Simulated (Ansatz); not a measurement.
C3H11ClSi2 (SMILES C[SiH](C)C[SiH2]Cl), singlet, at a GFN2-xTB geometry, with bond 13-5 at 2.4 times its length; Ansatz (a quantum-chemistry and plane-wave program) with CASSCF(2,2)/STO-3G.

Ansatz was given this input:
Ansatz 0.2 input:
```yaml
crystal:
  periodic: [false, false, false]
  atoms:
    - {symbol: Si, position_ang: [1.33257525, 0.66654397, 0.16078945]}
    - {symbol: Cl, position_ang: [2.84315162, 0.07318582, 1.37153289]}
    - {symbol: C, position_ang: [-0.04978088, -0.62533662, 0.21314451]}
    - {symbol: Si, position_ang: [-1.51482180, -0.31943166, -0.97282983]}
    - {symbol: C, position_ang: [-2.81929778, -1.67989253, -0.70843059]}
    - {symbol: C, position_ang: [-2.27763752, 1.38388117, -0.61857172]}
    - {symbol: H, position_ang: [1.88731138, 0.80051535, -1.18443274]}
    - {symbol: H, position_ang: [0.87726363, 1.96248337, 0.66078688]}
    - {symbol: H, position_ang: [-0.43024136, -0.69451820, 1.23367136]}
    - {symbol: H, position_ang: [0.37337866, -1.60562815, -0.00994699]}
    - {symbol: H, position_ang: [-1.02863324, -0.36450493, -2.36353942]}
    - {symbol: H, position_ang: [-3.66355138, -1.55057628, -1.37871645]}
    - {symbol: H, position_ang: [-1.82583991, -4.04845462, -1.14909476]}
    - {symbol: H, position_ang: [-3.20532755, -1.67143751, 0.30727909]}
    - {symbol: H, position_ang: [-1.56988159, 2.17962394, -0.82805474]}
    - {symbol: H, position_ang: [-3.15771098, 1.55695780, -1.23012402]}
    - {symbol: H, position_ang: [-2.57907924, 1.47823479, 0.42077081]}
basis:
  gaussian:
    orbitals: STO-3G
hamiltonian:
  xc: hf
magnetization: {spin_polarized: false}
correlation: {active_space: {window: {electrons: 2, orbitals: 2}}}
```

What the program printed (banner, timings and long lists left out):

```
Functional definition: HF
654 factors; integrals over basis functions are off by at most 3.9e-5 eV
mean field evaluation 1: about -31130.0969 eV, gradient 2.5e1 eV
mean field evaluation 2: about -31130.2394 eV, gradient 2.5e1 eV
mean field evaluation 4: about -31134.6616 eV, gradient 3.2e0 eV
mean field evaluation 8: about -31134.7201 eV, gradient 2.8e-4 eV
mean field -31134.71663421 eV, -1144.1797324381 hartree, gradient 2.3e-6 eV, S^2 0.000000; 0 other end points of the search recorded, 0 dependent functions left out
reference -31134.71663421 eV, -1144.1797324381 hartree; 37, 37 occupied and 16, 16 virtual orbitals, 654 factors
state -31139.61593804 eV, -1144.3597785331 hartree
Total energy: -31139.61593804 eV, -1144.3597785331 hartree
```
